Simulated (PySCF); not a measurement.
C2H6BFO2.

```xyz
12

C      1.7067    -0.7965     0.2057
C      0.4816    -0.0248     0.6718
F      0.8223     1.3434     0.7694
B     -0.7795    -0.1416    -0.3073
O     -1.2757     0.9840    -0.8704
O     -1.3707    -1.3295    -0.6108
H      1.4873    -1.8755     0.1518
H      2.0203    -0.4656    -0.7968
H      2.5530    -0.6569     0.8961
H      0.2093    -0.3504     1.6945
H     -0.7621     1.7487    -0.5703
H     -0.9704    -2.0912    -0.1783
```

Geometry optimised at B3LYP-D3(BJ)/def2-SVP. The structure was generated by enumeration; whether it is a known compound was not checked. One conformer was computed; it need not be the lowest.

The numbers are results of PBE0/pcSseg-1 run with PySCF, not measurements. Non-relativistic, no solvent.

Q: Give the absolute GIAO shielding of each atom: isotropic value and principal components (ppm). (The exact figures need the calculation; the answer reports its results.)

A: 
| atom | σ(iso) | σ11 | σ22 | σ33 | span |
|---|---|---|---|---|---|
| C1 | 165.3 | 147.1 | 166.8 | 182.1 | 35.0 |
| C2 | 100.4 | 57.2 | 74.2 | 169.8 | 112.5 |
| F3 | 411.2 | 391.9 | 403.0 | 438.8 | 46.9 |
| B4 | 70.3 | 54.4 | 61.4 | 95.1 | 40.8 |
| O5 | 204.0 | 57.2 | 240.7 | 314.1 | 256.9 |
| O6 | 216.9 | 100.7 | 253.3 | 296.7 | 196.1 |
| H7 | 30.5 | 26.2 | 29.1 | 36.2 | 9.9 |
| H8 | 29.9 | 26.3 | 28.3 | 35.0 | 8.7 |
| H9 | 29.5 | 25.7 | 27.2 | 35.6 | 9.9 |
| H10 | 27.1 | 23.9 | 27.1 | 30.2 | 6.3 |
| H11 | 25.8 | 18.3 | 26.7 | 32.5 | 14.3 |
| H12 | 28.0 | 21.8 | 26.5 | 35.6 | 13.8 |
